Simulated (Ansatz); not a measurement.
Born–Oppenheimer molecular dynamics of a periodic cell of 34 atoms, H$_{23}$NO$_{10}$ (contents 10 H2O + 1 NH3, density as packed 0.74 g/cm³ with natural masses). It goes on from the last frame of an earlier run, with new velocities.

These are results of DFT PBE-D3(BJ), scalar-relativistic, plane waves, PAW in Ansatz 0.2.0, not measurements. Settings: accuracy low, cutoff 420 eV, k mesh 1x1x1, fermi-dirac smearing 0.02 eV, no spin polarisation.

```
ensemble                      : NVE (velocity Verlet)
time step                     : 0.5 fs
steps asked                   : 400
starting velocities drawn for : 1500 K
seed                          : 930606
```

First frame:

```xyz
34
Lattice="7.6099 0.0000 0.0000 0.0000 7.6099 0.0000 0.0000 0.0000 7.6099" Properties=species:S:1:pos:R:3
O 2.791 0.625 5.871
H 1.966 0.265 6.324
H 2.824 0.085 5.102
O 4.286 2.044 8.081
H 5.128 1.526 8.014
H 3.887 1.411 7.433
O 5.732 7.598 2.165
H 5.134 7.788 2.844
H 5.566 6.568 1.861
O 4.528 4.848 7.144
H 3.748 4.254 7.106
H 5.277 4.275 6.766
O 3.023 0.816 3.131
H 2.325 0.227 2.815
H 2.747 1.244 2.196
O -2.329 6.133 4.479
H -1.493 6.709 4.673
H -2.911 6.370 5.229
O 2.379 3.611 1.337
H 3.200 3.426 0.848
H 1.919 3.037 0.880
O 1.825 5.519 6.472
H 2.059 5.427 7.520
H 0.949 5.728 6.825
O 1.565 4.491 4.221
H 1.500 3.860 3.381
H 2.505 4.286 4.573
O 6.742 2.536 4.398
H 7.370 3.377 4.356
H 6.423 2.182 3.588
N 0.781 7.005 2.396
H 1.161 6.630 1.501
H 0.604 6.038 2.800
H 0.049 7.525 2.079
```

(1) What does the run give?

(2) What happens to the structure?

(3) How do temperature and energy run in time?

## Answers

(1) All steps were run.

```
steps done                                               : 400
time covered                                             : 200 fs
mean temperature over the second half                    : 1532 K
spread of the potential energy over the second half      : 12.7 meV per atom
mean potential energy of the second half above the start : -4.3 meV per atom
```

The conserved energy stayed within 0.95 meV per atom of its start (net change 0.071 meV per atom), so the integration is sound. A run of 0.2 ps of so small a system gives no equilibrium averages. Limits of this set-up: coarse k mesh, low accuracy level.

(2) Mean squared displacements from the first frame to the last, about the centre of mass: O 3.60 Å², H 4.90 Å², N 4.06 Å². This is one draw of velocities; another would differ in detail.

(3) 
```tsv
time (fs)	T (K)	potential energy less start (eV)	conserved less start (meV/atom)
0.0	1500	0.000	0.00
6.5	1608	-0.454	0.19
13.0	1880	-1.644	-0.65
19.5	1480	0.096	0.32
26.0	1663	-0.703	-0.28
32.5	1484	0.063	-0.11
39.0	1436	0.274	0.00
45.5	1563	-0.276	-0.22
52.0	1476	0.098	-0.16
58.5	1740	-1.032	-0.18
65.0	1490	0.040	-0.10
71.5	1623	-0.534	-0.29
78.0	1378	0.512	-0.22
84.5	1383	0.497	-0.04
91.0	1498	0.005	-0.12
97.5	1597	-0.413	0.04
104.0	1760	-1.118	-0.26
110.5	1409	0.390	0.08
117.0	1437	0.259	-0.27
123.5	1634	-0.590	-0.57
130.0	1413	0.372	0.00
136.5	1608	-0.482	-0.63
143.0	1658	-0.690	-0.51
149.5	1553	-0.225	-0.01
156.0	1646	-0.642	-0.60
162.5	1483	0.067	-0.11
169.0	1506	-0.027	-0.05
175.5	1451	0.212	0.16
182.0	1478	0.094	-0.07
188.5	1428	0.301	-0.17
195.0	1495	0.022	-0.04
```

Time of the run: 16 min on 1 thread of Arm Neoverse V1, on a shared host, peak memory 0.44 GiB.
